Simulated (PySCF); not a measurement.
Ionising CaCl

UHF-CCSD(T); PySCF, spin-free X2C with a Gaussian nucleus, basis sets Ca x2c-SVPall, Cl x2c-SVPall. Neutral (UHF): doublet (σ ↑), Re = 2.474 Å, ωe = 370 cm⁻¹, De = 3.58 eV.

CaCl⁺ (RHF): singlet (closed shell), Re = 2.370 Å, ωe = 437 cm⁻¹, De = 3.68 eV to Ca⁺ + Cl. The energies at the minima are -1140.62783 hartree for CaCl and -1140.41215 for CaCl⁺.

Task: Work out the adiabatic ionisation energy, without and with harmonic zero-point energies (1 hartree = 27.2114 eV, 1 eV = 8065.5 cm⁻¹), and the change of the bond length.

Result: At CCSD(T): 0.21568 hartree = 5.869 eV between the minima; the zero-point term (437.0 − 370.0)/2 cm⁻¹ = +0.004 eV makes it 5.873 eV. Re changes by -10.4 pm against the neutral. The electron leaves a σ orbital, and the shorter bond of the ion fits an antibonding orbital, or a change in how ionic the bond is.

Correlated steps freeze 10 core orbitals. Correlated levels converge slowly with the basis: in double zeta they bind strong bonds too weakly, by up to about 1 eV, and carry superposition errors of some tenths. For an ion De counts to the pair picked by the measured ionisation energies or electron affinities, which need not be the lowest pair at this level. Where the molecule has an RHF reference, its open-shell atoms are computed with UHF. States were picked by a PBE0 search and need not be the measured ground states.

Neutral and ion stand on different kinds of reference determinant, which adds to the error of the difference.
